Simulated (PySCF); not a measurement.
## Relaxation of doublet TaS₂

Method: UPBE0 in PySCF with Ta def2-SVP with ECP60, S def2-SVP; scalar-relativistic core potentials, no spin–orbit coupling; density-fitted integrals. A (50,194) grid was used.

A hand-made linear start, of D∞h symmetry, held to at least that symmetry:

```xyz
3
charge 0 multiplicity 2, angstrom
Ta    0.0000    0.0000    0.0000
S     0.0000    0.0000    2.2000
S     0.0000    0.0000   -2.2000
```

(1) What does it relax to?

(2) How much energy is released, and in how many steps?

## Answers

(1) It ends at D∞h with Ta–S 2.228 Å (×2); S–Ta–S 180.0°. A frequency run shows 2 imaginary modes, down to 256i cm⁻¹, so it is a higher-order saddle point. Other isomers or separated fragments may lie lower.

(2) 2.0 kJ/mol in 2 steps.

With open d or f shells other occupations or spin states may lie lower. No spin–orbit coupling is included, which matters more the heavier the element.
